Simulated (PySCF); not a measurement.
Two species compared at the same levels of theory.

First species: C4H7N3.
SMILES: `Cc1nncn1C`

Second species: C₄H₇N₃.
Numbering: `[CH3:1][c:2]1[n:3][n:4][nH:5][c:6]1[CH3:7]` (hydrogens: H8, H9, H10 on C1; H11 on N5; H12, H13, H14 on C7)

Levels: CAM-B3LYP/def2-SVPD for dipole moment, HOMO energy, LUMO energy, HOMO–LUMO gap, static isotropic polarisability and electronic spatial extent ⟨r²⟩ about the centre of nuclear charge; TDDFT CAM-B3LYP/def2-SVPD for lowest singlet excitation; TDA CAM-B3LYP/def2-SVPD for lowest triplet excitation (Tamm–Dancoff); GFN2-xTB for rotational constant A and rotational constant C. Geometries: GFN2-xTB. Each species is one conformer at its optimised geometry, gas phase, non-relativistic unless stated. Electronic properties by PySCF.

(1) Which of the two has the higher ⟨r²⟩, and by how much?

(2) Which has the higher rotational constant C?

(3) Which of the two has the higher rotational constant A, and by how much?

(4) Which of the two has the higher LUMO energy, and by how much?

(5) Which of the two has the higher HOMO energy, and by how much?

(6) Which of the two has the higher T1 energy, and by how much?

(7) Which has the higher static isotropic polarisability?

(8) Which has the higher dipole moment?

Answers

(1) The second: 692 bohr² against 666 bohr², a difference of 26 bohr².

(2) The first: 1.883 GHz against 1.800 GHz, a difference of 0.083 GHz.

(3) The first: 3.994 GHz against 3.580 GHz, a difference of 0.414 GHz.

(4) The second: 0.99 eV against 0.83 eV, a difference of 0.16 eV.

(5) The second: -8.26 eV against -8.45 eV, a difference of 0.19 eV.

(6) The first: 5.02 eV against 4.32 eV, a difference of 0.70 eV.

(7) The second: 66.1 au against 65.0 au, a difference of 1.1 au.

(8) The first: 6.27 D against 4.89 D, a difference of 1.38 D.

On the first: The 8 singlets span 6.04 to 7.77 eV, and their oscillator strengths add up to 0.21. The principal polarisabilities are 46.2, 72.3 and 76.5 au; their mean is the isotropic value.

On the second: S1 lies 3.54 eV below the HOMO–LUMO gap; its leading configuration is HOMO−1→LUMO+1, weight 0.92. The dipole matches unit charges of opposite sign 1.02 Å apart (1 e·Å = 4.8032 D).
